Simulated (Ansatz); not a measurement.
Isolated molecules relaxed with PBE0-D4/def2-TZVP in Ansatz; ΔE leaves out vibrations. CCSD(T)/CBS is the MP2 limit (def2-TZVPP, def2-QZVPP) plus CCSD(T) − MP2 in def2-TZVPP, frozen cores. Functionals use def2-TZVPP. B3LYP here is the variant with VWN-RPA as its local correlation; programs differ in this. Elements past krypton have def2 core potentials. For Te outer-core shells are correlated without core-valence functions, which leaves a few kJ/mol of doubt a bond. One conformer a species, not always the lowest.

Consider the formal exchange of groups at a C–Te bond: `[SiH3][Te]CCl` + `C[SiH2]C` → `C[SiH2]CCCl` + `[SiH3][TeH]`.

`[SiH3][Te]CCl`:

Z-matrix (Å, degrees):
```
Si
Te 1 2.490
H 1 1.484 2 105.9
H 1 1.486 2 111.2 3 119.5
H 1 1.486 2 111.2 3 -119.5
C 2 2.161 1 93.4 3 179.9
Cl 6 1.765 2 110.3 1 179.4
H 6 1.086 2 109.4 1 60.4
H 6 1.086 2 109.4 1 -61.5
```

`C[SiH2]C`:

```xyz
11

C     0.638   -0.388    1.394
Si   -0.679   -0.247    0.071
C    -0.025    0.612   -1.458
H     0.250   -0.890    2.282
H     0.996    0.600    1.694
H     1.495   -0.961    1.030
H    -1.844    0.512    0.609
H    -1.166   -1.609   -0.293
H     0.318    1.622   -1.221
H    -0.800    0.690   -2.225
H     0.817    0.061   -1.884
```

`C[SiH2]CCCl`:

Cartesian coordinates in Å:
```
C 0.449 -1.790 0.767
Si -0.900 -0.500 0.631
C -0.217 1.172 0.087
C 0.432 1.132 -1.272
Cl 1.063 2.736 -1.775
H 1.224 -1.472 1.469
H 0.041 -2.738 1.124
H 0.922 -1.975 -0.200
H -1.570 -0.319 1.948
H -1.926 -0.947 -0.353
H -1.039 1.895 0.087
H 0.503 1.516 0.837
H 1.288 0.459 -1.299
H -0.270 0.832 -2.050
```

`[SiH3][TeH]`:

Z-matrix (Å, degrees):
```
Si
Te 1 2.494
H 1 1.484 2 111.4
H 1 1.484 2 111.4 3 122.4
H 1 1.484 2 104.9 3 -118.8
H 2 1.658 1 91.7 3 -60.9
```

| level | ΔE (kJ/mol) |
| --- | --- |
| ωB97X-V | -11.8 |
| ωB97M-V | -10.5 |
| B3LYP | -7.3 |
| HF/def2-QZVPP | -18.1 |

Task: What does CCSD(T)/CBS give? (An estimate is asked.)

Result: Ansatz gave: -4.3 kJ/mol. The listed levels differ from it by -7.5, -6.2, -3.0, -13.8 kJ/mol.

Largest T1 diagnostic among the species: 0.011.

From PBE to PBE0 (25 % exact exchange), in def2-TZVPP and without D4, ΔE moves by −4.6 kJ/mol. In def2-TZVPP, CCSD(T) changes the Hartree–Fock value by +8.9 kJ/mol (the triples alone add +2.4 kJ/mol) and MP2 by +14.9 kJ/mol.
